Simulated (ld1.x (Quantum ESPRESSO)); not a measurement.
## Ranking PAW potentials for oxygen

All share these settings but for the change named:

| Property | Result |
| --- | --- |
| Element | oxygen |
| Generator | ld1.x (Quantum ESPRESSO) 7.5 |
| Type | PAW |
| Functional | LDA (PZ) |
| Relativity | scalar-relativistic |
| Frozen core | [He] |
| Valence charge | 6 |
| Reference configuration | 2s2 2p3 (charge +1) |
| Partial waves | 2s (bound): rcut 0.60, rcutus 0.75 bohr; 2s channel at -2.55 Ry: rcut 0.60, rcutus 0.75 bohr; 2p (bound): rcut 0.80, rcutus 1.00 bohr; 2p channel at -1.4 Ry: rcut 0.80, rcutus 1.00 bohr |
| Local potential | all-electron potential smoothed inside 1.00 bohr (lloc = -2) |
| Core correction | a·sin(br)/r model core, default radius (ld1.x builds one for every PAW set, though the input has nlcc=.false.) |
| Augmentation charge | PSQ, radius 0.50 bohr |

Test errors are all-electron minus pseudo excitation energies from the reference, over 2s2 2p4; 2s2 2p2; 2s2 2p1; 2s1 2p5; 2s1 2p4; 2s2 2p0; 2s2 2p3.5. None of these files shows a bound ghost.

The base gives 24.4 meV.

Of 6 variants that were run, those that failed, showed a ghost or another fault, or gave nearly equal values are left out.

A variant can come out equal or close to the base, since the largest error may sit in a test that the change hardly touches while other tests move.

Rank these variants by their largest absolute test error, smallest first.
A. wave 2s channel at -2.55 Ry: rcut 0.60, rcutus 0.75 bohr becomes 2s channel at -2.53 Ry: rcut 0.60, rcutus 0.75 bohr
B. wave 2s channel at -2.55 Ry: rcut 0.60, rcutus 0.75 bohr becomes 2s channel at -1.64 Ry: rcut 0.60, rcutus 0.75 bohr
C. wave 2s channel at -2.55 Ry: rcut 0.60, rcutus 0.75 bohr becomes 2s channel at 3.54 Ry: rcut 0.60, rcutus 0.75 bohr
D. wave 2s channel at -2.55 Ry: rcut 0.60, rcutus 0.75 bohr becomes 2s channel at -0.25 Ry: rcut 0.60, rcutus 0.75 bohr

A (24.4 meV), B (28.1 meV), D (38.6 meV), C (371.2 meV).
